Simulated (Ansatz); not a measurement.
System: sum formula AlNH$_{2}$Cl$_{2}$, charge 0, multiplicity 1. 
Geometry from a B3LYP-D3(BJ)/def2-TZVP (Ansatz, a program for electronic structure) optimisation:
SMILES: [Cl][Al]([NH2])[Cl]
```xyz
6

N     -2.0698    -0.2339     0.0098
Al    -0.3309    -0.0374     0.0016
Cl     0.5045     1.8721    -0.1477
Cl     0.9109    -1.7122     0.1410
H     -2.7288     0.5255    -0.0538
H     -2.5421    -1.1211     0.0789
```

Basis-set convergence of Hartree-Fock and CCSD correlation energies (hartree) with Ansatz. Correlated levels leave the core frozen unless marked. No spin-orbit coupling. Non-relativistic.

| basis | functions | E(HF) | E(corr, CCSD) |
|---|---|---|---|
| cc-pV(D+d)Z | 93 | -1216.74576 | -0.54044 |
| cc-pV(T+d)Z | 175 | -1216.81064 | -0.70122 |
| cc-pV(Q+d)Z | 307 | -1216.82511 | -0.75651 |
| cc-pV(5+d)Z | 501 | -1216.82790 | -0.77465 |

Extrapolating the two largest sets (X = 4 and 5) as X^-3: E(corr) = (125·(-0.77465) - 64·(-0.75651))/61 = -0.7937 Eh, an estimate of the basis-set limit. The largest set recovers 97.6 % of it, the smallest 68.1 %.
